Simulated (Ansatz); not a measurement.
Cs2H2. The state is a singlet with charge 0. Geometry PBE0-D4/def2-TZVP; atoms count from 1.

```xyz
4

Cs    0.581    0.084   -2.038
Cs   -0.580   -0.084    2.038
H    -1.283    1.095   -0.320
H     1.282   -1.095    0.320
```

In the def2 sets Cs takes a core potential; there is no spin–orbit coupling. The structure comes from a short search, and lower isomers may exist.

Question: Estimate the Mulliken populations from the PBE0/def2-TZVP orbitals of Ansatz.

Answer: 
```tsv
atom	charge (e)
Cs1	0.54
Cs2	0.54
H3	-0.54
H4	-0.54
```
Mulliken values depend strongly on the basis.
